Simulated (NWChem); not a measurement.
System: SiH3O2F; SMILES O[SiH](O)F

Parts of the log:

```
             Northwest Computational Chemistry Package (NWChem) 7.3.0
             --------------------------------------------------------

 C1  symmetry detected

                             Geometry "geometry" -> ""
                             -------------------------

 Output coordinates in angstroms (scale by  1.889725989 to convert to a.u.)

  No.       Tag          Charge          X              Y              Z
 ---- ---------------- ---------- -------------- -------------- --------------
    1 Si                  14.0000     0.03318170    -0.01494355     0.34745405
    2 O                    8.0000     0.64743152    -1.45130445    -0.19504505
    3 O                    8.0000    -1.52939149     0.13184988    -0.20839287
    4 F                    9.0000     0.87198642     1.26788586    -0.22941404
    5 H                    1.0000     0.18442348    -0.01295137     1.82488839
    6 H                    1.0000     0.42893663    -1.67338877    -1.11748589
    7 H                    1.0000    -1.87010196     1.04021364    -0.27952953

 Effective nuclear repulsion energy (a.u.)     184.8871936127

                                 NWChem DFT Module
                                 -----------------

 Summary of "ao basis" -> "ao basis" (spherical)
 ------------------------------------------------------------------------------
       Tag                 Description            Shells   Functions and Types
 ---------------- ------------------------------  ------  ---------------------
 Si                          3-21g                   7       13   4s3p
 O                           3-21g                   5        9   3s2p
 F                           3-21g                   5        9   3s2p
 H                           3-21g                   2        2   2s

            General Information
            -------------------
          SCF calculation type: DFT
          Wavefunction type:  closed shell.
          No. of atoms     :     7
          No. of electrons :    42
           Alpha electrons :    21
            Beta electrons :    21
          Charge           :     0
          Spin multiplicity:     1
          Use of symmetry is: off; symmetry adaption is: off
          Maximum number of iterations: 150
          AO basis - number of functions:    46
                     number of shells:    28
          Convergence on energy requested:  1.00D-06
          Convergence on density requested:  1.00D-05
          Convergence on gradient requested:  5.00D-04

              XC Information
              --------------
                  TPSS metaGGA Exchange Functional  1.000
             TPSS03 metaGGA Correlation Functional  1.000

             Grid Information
             ----------------
          Grid used for XC integration:  medium
          Radial quadrature: Mura-Knowles
          Angular quadrature: Lebedev.
          Tag              B.-S. Rad. Rad. Pts. Rad. Cut. Ang. Pts.
          ---              ---------- --------- --------- ---------
          Si                  1.10       88           7.0       590
          O                   0.60       49           9.0       434
          F                   0.50       49           8.0       434
          H                   0.35       45           9.0       434
          Grid pruning is: on
          Number of quadrature shells:   370
          Spatial weights used:  Erf1

      Superposition of Atomic Density Guess
      -------------------------------------

 Sum of atomic energies:        -536.41655221

      Non-variational initial energy
      ------------------------------

 Total energy =    -537.229396
 1-e energy   =   -1112.341586
 2-e energy   =     390.224997
 HOMO         =      -0.430087
 LUMO         =       0.091062

     ---------------------------------------------
      Total Density - Mulliken Population Analysis
     ---------------------------------------------

    Atom       Charge   Shell Charges
 -----------   ------   -------------------------------------------------------
    1 Si  14    12.15   2.00  1.97  5.85  0.61  0.95  0.34  0.41
    2 O    8     9.05   1.99  0.43  2.28  1.43  2.92
    3 O    8     9.05   1.99  0.43  2.29  1.43  2.92
    4 F    9     9.64   1.98  0.45  2.61  1.51  3.08
    5 H    1     1.16   0.40  0.76
    6 H    1     0.48   0.31  0.17
    7 H    1     0.48   0.30  0.17

   convergence    iter        energy       DeltaE   RMS-Dens  Diis-err
 ---------------- ----- ----------------- --------- --------- ---------
 d= 0,ls=0.0,diis     1   -538.6995848473 -7.24D+02  4.06D-02  1.03D+00
 d= 0,ls=0.0,diis     2   -538.6054831803  9.41D-02  2.17D-02  2.46D+00
 d= 0,ls=0.0,diis     3   -538.8281835485 -2.23D-01  1.52D-03  9.81D-03
 d= 0,ls=0.0,diis     4   -538.8286827955 -4.99D-04  8.53D-04  3.29D-03
 d= 0,ls=0.0,diis     5   -538.8289424397 -2.60D-04  2.88D-04  4.53D-04
  Resetting Diis
 d= 0,ls=0.0,diis     6   -538.8289867105 -4.43D-05  4.95D-05  3.77D-06
 d= 0,ls=0.0,diis     7   -538.8289872691 -5.59D-07  1.64D-05  2.10D-07
 d= 0,ls=0.0,diis     8   -538.8289872284  4.07D-08  1.03D-05  7.06D-07
 d= 0,ls=0.0,diis     9   -538.8289872901 -6.17D-08  1.46D-06  4.58D-09

         Total DFT energy =     -538.828987290060
      One electron energy =    -1114.270289210456
           Coulomb energy =      440.309091084327
    Exchange-Corr. energy =      -49.754982776630
 Nuclear repulsion energy =      184.887193612699

 Numeric. integr. density =       42.000004206577

                       DFT Final Molecular Orbital Analysis
                       ------------------------------------

 Vector   19  Occ=2.000000D+00  E=-2.916910D-01
              MO Center= -7.5D-01, -1.2D-03, -1.3D-01, r^2= 2.7D+00
   Bfn.  Coefficient  Atom+Function         Bfn.  Coefficient  Atom+Function
  ----- ------------  ---------------      ----- ------------  ---------------
    29      0.358454  3 O  px                25      0.298093  3 O  px
    30      0.248194  3 O  py                38      0.238752  4 F  px
    26      0.221009  3 O  py                34      0.216214  4 F  px
    20      0.200179  2 O  px                42     -0.199009  5 H  s
    16      0.181453  2 O  px                31      0.167232  3 O  pz

 Vector   20  Occ=2.000000D+00  E=-2.710005D-01
              MO Center=  1.7D-01, -7.6D-01, -8.6D-02, r^2= 2.5D+00
   Bfn.  Coefficient  Atom+Function         Bfn.  Coefficient  Atom+Function
  ----- ------------  ---------------      ----- ------------  ---------------
    20      0.432242  2 O  px                16      0.374389  2 O  px
    31     -0.246567  3 O  pz                42      0.240535  5 H  s
    27     -0.223742  3 O  pz                39      0.171163  4 F  py
    35      0.138954  4 F  py                21      0.137350  2 O  py
    28      0.132495  3 O  s                 13     -0.127852  1 Si pz

 Vector   21  Occ=2.000000D+00  E=-2.639840D-01
              MO Center= -7.6D-01, -3.8D-01, -1.3D-01, r^2= 2.3D+00
   Bfn.  Coefficient  Atom+Function         Bfn.  Coefficient  Atom+Function
  ----- ------------  ---------------      ----- ------------  ---------------
    31      0.447052  3 O  pz                27      0.377997  3 O  pz
    21      0.289507  2 O  py                17      0.234387  2 O  py
    29     -0.195510  3 O  px                42     -0.175334  5 H  s
    25     -0.162922  3 O  px                20      0.154975  2 O  px
    22     -0.150147  2 O  pz                18     -0.127181  2 O  pz

 Vector   22  Occ=0.000000D+00  E= 2.807158D-02
              MO Center= -5.5D-01,  4.4D-02, -1.9D-01, r^2= 4.0D+00
   Bfn.  Coefficient  Atom+Function         Bfn.  Coefficient  Atom+Function
  ----- ------------  ---------------      ----- ------------  ---------------
    10      0.884171  1 Si s                 28     -0.707137  3 O  s
    46      0.551625  7 H  s                 19     -0.506520  2 O  s
    42     -0.422874  5 H  s                 44      0.389774  6 H  s
    30     -0.230884  3 O  py                37     -0.223387  4 F  s
     2     -0.193763  1 Si s                 22      0.154182  2 O  pz

 Vector   23  Occ=0.000000D+00  E= 5.466083D-02
              MO Center= -1.1D-02, -2.4D-01, -8.2D-02, r^2= 4.3D+00
   Bfn.  Coefficient  Atom+Function         Bfn.  Coefficient  Atom+Function
  ----- ------------  ---------------      ----- ------------  ---------------
    19      0.763013  2 O  s                 11     -0.572607  1 Si px
    44     -0.515502  6 H  s                 12      0.493577  1 Si py
    28     -0.466427  3 O  s                  7     -0.239466  1 Si px
    46      0.238212  7 H  s                 30     -0.201438  3 O  py
    22     -0.178008  2 O  pz                 8      0.162440  1 Si py

 Vector   24  Occ=0.000000D+00  E= 7.532078D-02
              MO Center=  3.5D-02,  1.9D-01,  3.5D-01, r^2= 3.5D+00
   Bfn.  Coefficient  Atom+Function         Bfn.  Coefficient  Atom+Function
  ----- ------------  ---------------      ----- ------------  ---------------
    12      0.772544  1 Si py                37     -0.572421  4 F  s
    11      0.436815  1 Si px                28      0.358032  3 O  s
    46     -0.346678  7 H  s                 10      0.342932  1 Si s
     8      0.314183  1 Si py                 7      0.220326  1 Si px
    19      0.211685  2 O  s                 20     -0.212591  2 O  px

     ---------------------------------------------
      Total Density - Mulliken Population Analysis
     ---------------------------------------------

    Atom       Charge   Shell Charges
 -----------   ------   -------------------------------------------------------
    1 Si  14    12.78   2.00  1.96  5.85  0.75  1.43  0.23  0.57
    2 O    8     8.70   1.98  0.42  2.13  1.47  2.68
    3 O    8     8.71   1.98  0.42  2.13  1.48  2.69
    4 F    9     9.37   1.98  0.45  2.48  1.53  2.93
    5 H    1     1.21   0.44  0.77
    6 H    1     0.61   0.43  0.19
    7 H    1     0.62   0.43  0.19

[...]
```

Level: TPSS/3-21G. All runs use the structure optimised with PBE-D3(BJ)/def2-SVP.

**Question.** Reconstruct the input file.

**Answer.** This is not unique; one that fits is the input that was run:
```
start job
memory heap 200 mb stack 900 mb global 1100 mb
geometry units angstroms noautoz
  Si     0.029414    -0.029292     0.358784
  O      0.494821    -1.516967    -0.193448
  O     -1.515693     0.272681    -0.183070
  F      0.985558     1.167060    -0.221347
  H      0.192380    -0.047992     1.834854
  H      0.247882    -1.712855    -1.114647
  H     -1.765947     1.210427    -0.248447
end
basis spherical
  * library 3-21g
end
dft
  xc xtpss03 ctpss03
  iterations 150
  mulliken
end
task dft energy
```
